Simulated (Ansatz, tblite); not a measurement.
Forces on Ga₃P₂ at its PBE0-D4/def2-SVP geometry. Total charge 0; doublet.

The xTB rows come from tblite. The structure comes from a short search, and lower isomers may exist.

GFN1-xTB (tblite), largest force 0.68 eV/Å:

```xyz
5
positions Å, forces eV/Å
Ga   -0.398   -1.887    0.719   -0.382    0.080   -0.129
Ga   -1.692    0.204   -0.566    0.299   -0.292   -0.252
Ga    0.723    1.187   -1.518   -0.397    0.038   -0.098
P    -0.086    0.844    1.118   -0.013    0.401    0.543
P     1.452   -0.349    0.248    0.495   -0.226   -0.064
```

GFN2-xTB (tblite), largest force 0.60 eV/Å:

```
Ga 0.153 -0.233 0.529
Ga -0.505 0.105 -0.109
Ga 0.399 0.443 0.038
P -0.107 -0.126 -0.227
P 0.060 -0.189 -0.231
```

PBE-D4/def2-TZVP (Ansatz), largest force 0.08 eV/Å:

```
Ga -0.043 -0.003 -0.035
Ga 0.040 -0.031 -0.022
Ga -0.046 -0.012 -0.029
P 0.062 0.013 0.049
P -0.013 0.033 0.037
```
